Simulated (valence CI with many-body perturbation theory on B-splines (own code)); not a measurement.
**As26+: fill in the table**

Level of theory: relativistic CI+MBPT: five valence electrons over a frozen Dirac-Fock core [He], a basis of 9 s, 9 p, 8 d, 6 f, 3 g, 1 h functions for each j, with the one-electron correlation potential Σ1 (screened to all orders), the two-electron term Σ2, the three-electron term Σ3, Breit, model QED; selected single and double excitations, second order for the rest (own B-spline code, finite nucleus).

The last digits are not significant, and no measured levels were compared; by estimate large intervals hold to a few tenths of a per cent, small ones and those within an open d or f shell to about a per cent. Among the levels kept, up to 1600 cm⁻¹ of a level comes from second order outside the variational space, and about a tenth of that is noise between levels of different J, which matters for small intervals.

```
                          Level  E (cm⁻¹)
     (2s^2 2p1/2^2 2p3/2) J=3/2         0
     (2s^2 2p1/2 2p3/2^2) J=3/2    263640
     (2s^2 2p1/2 2p3/2^2) J=5/2    349740
     (2s^2 2p1/2 2p3/2^2) J=1/2    467900
           (2s^2 2p3/2^3) J=3/2    706930
     (2s 2p1/2^2 2p3/2^2) J=5/2         ?
   (2s 2p1/2 2p3/2^3) J=3/2 [a]   1339800
     (2s 2p1/2^2 2p3/2^2) J=1/2   1361100
   (2s 2p1/2 2p3/2^3) J=3/2 [b]   1604100
       (2s 2p1/2 2p3/2^3) J=5/2   1681200
       (2s 2p1/2 2p3/2^3) J=1/2   1830700
   (2s 2p1/2 2p3/2^3) J=3/2 [c]         ?
             (2s 2p3/2^4) J=1/2   2193500
        (2p1/2^2 2p3/2^3) J=3/2   2903700
          (2p1/2 2p3/2^4) J=1/2         ?
        (2s^2 2p1/2^2 3s) J=1/2         ?
(2s^2 2p1/2 2p3/2 3s) J=3/2 [a]         ?
     (2s^2 2p1/2^2 3p1/2) J=1/2         ?
    (2s^2 2p1/2 2p3/2 3s) J=1/2  12739000
    (2s^2 2p1/2 2p3/2 3s) J=5/2  12777000
```

Levels are named by their leading jj configuration (3d3/2^4 stands for four electrons in 3d with j = 3/2), which in mixed levels can hold well under half, so a name can repeat and another be missing. Letters in brackets count levels of one name in rising energy.

Question: The levels stand in rising order. What does the calculation give for the missing energies?

Answer: (2s 2p1/2^2 2p3/2^2) J=5/2 1151200; (2s 2p1/2 2p3/2^3) J=3/2 [c] 1905900; (2p1/2 2p3/2^4) J=1/2 3217200; (2s^2 2p1/2^2 3s) J=1/2 12460000; (2s^2 2p1/2 2p3/2 3s) J=3/2 [a] 12704000; (2s^2 2p1/2^2 3p1/2) J=1/2 12736000.
